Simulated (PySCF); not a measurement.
SMILES c1sc(-c2ccccc2)nc1 (GFN2-xTB optimised geometry):

```
18

C     -1.410    -2.959     0.000
C     -2.102    -1.758     0.000
C     -1.415    -0.560     0.000
C     -0.018    -0.553     0.000
C      0.681     0.711     0.000
N      0.112     1.869     0.000
C      0.998     2.883     0.000
C      2.306     2.513     0.000
S      2.444     0.802     0.000
C      0.670    -1.765     0.000
C     -0.024    -2.959     0.000
H     -1.950    -3.895     0.000
H     -3.182    -1.757     0.000
H     -1.936     0.384     0.000
H      0.634     3.895     0.000
H      3.182     3.130     0.000
H      1.751    -1.765     0.000
H      0.516    -3.894     0.000
```

Method: PBE0/def2-SVP in PySCF 2.14.0.

Task: What are the frontier orbital energies and the dipole moment?

Result: HOMO-2 -7.85 eV, HOMO-1 -7.49 eV, HOMO -6.48 eV, LUMO -1.49 eV, LUMO+1 -0.22 eV; dipole moment 0.95 D.

Meta-Löwdin charges at PBE0/def2-SVP: C1 -0.10, C2 -0.10, C3 -0.09, C4 -0.01, C5 0.03, N6 -0.26, C7 -0.03, C8 -0.26, S9 0.21, C10 -0.11, C11 -0.10, H12 0.11, H13 0.11, H14 0.13, H15 0.12, H16 0.14, H17 0.11, H18 0.11.
